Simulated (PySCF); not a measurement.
SMILES [F][In]([F])[GeH3], singlet, B3LYP/def2-SVP optimised geometry.

```
7

In    -0.96    -0.01     0.00
F     -2.14    -1.58     0.03
F     -2.12     1.58     0.00
Ge     1.64    -0.01     0.00
H      2.11    -0.08     1.46
H      2.14    -1.23    -0.78
H      2.14     1.29    -0.65
```

Density from PySCF with B3LYP/def2-TZVP, def2 effective core potentials past Kr at that geometry. The core electrons that the potentials of In replace are not part of the density.

Minimum of the electron density along straight lines between bonded atoms, close to the bond critical point (lines longer than 1.1 times the sum of covalent radii, or with two minima, are not listed):

| bond | length / Å | ρ at the minimum / e bohr⁻³ | ∇²ρ there / e bohr⁻⁵ | position (fraction from the first atom) |
|---|---|---|---|---|
| In1–F2 | 1.967 | 0.108 | 0.56 | 0.52 |
| In1–F3 | 1.967 | 0.108 | 0.56 | 0.52 |
| In1–Ge4 | 2.605 | 0.066 | -0.01 | 0.51 |
| Ge4–H5 | 1.539 | 0.133 | 0.05 | 0.59 |
| Ge4–H6 | 1.538 | 0.133 | 0.05 | 0.59 |
| Ge4–H7 | 1.538 | 0.133 | 0.05 | 0.59 |
